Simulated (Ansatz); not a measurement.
CH$_{4}$AlFSSi, relaxed with RKS PBE0-D4/def2-TZVP in Ansatz 0.2.0 from a PBE-D4/def2-SVP geometry. The force threshold is 0.005 eV/Å; the program also tests the step.

Charge 0, multiplicity 1. The bonds changed during the relaxation, so this is another structure than the one it started from.

Start:

```xyz
9

F    -0.527   -2.426   -0.584
Si    0.451   -1.595    0.431
C     0.181    0.240    0.155
Al   -0.767    1.753   -0.722
S     1.022    1.460    0.925
H     0.079   -1.939    1.844
H     1.876   -1.952    0.119
H    -2.121    2.236   -0.034
H    -0.194    2.223   -2.134
```

```csv
step,energy (eV),largest force (eV/Å),largest move (Å)
1,-29118.0517,1.098,0.000
2,-29118.1023,0.650,0.028
3,-29118.1206,0.075,0.033
4,-29118.1212,0.029,0.008
5,-29118.1214,0.026,0.016
6,-29118.1215,0.014,0.008
7,-29118.1215,0.002,0.003
```

End:

```xyz
9

F    -0.489   -2.447   -0.543
Si    0.446   -1.593    0.426
C     0.147    0.215    0.126
Al   -0.746    1.771   -0.703
S     0.981    1.411    0.887
H     0.086   -1.915    1.827
H     1.858   -1.922    0.120
H    -2.097    2.244   -0.033
H    -0.187    2.235   -2.106
```

Hardware: 4 threads of an Arm Neoverse V1 on a shared host. Wall time 28 s, peak host memory 0.56 GiB.
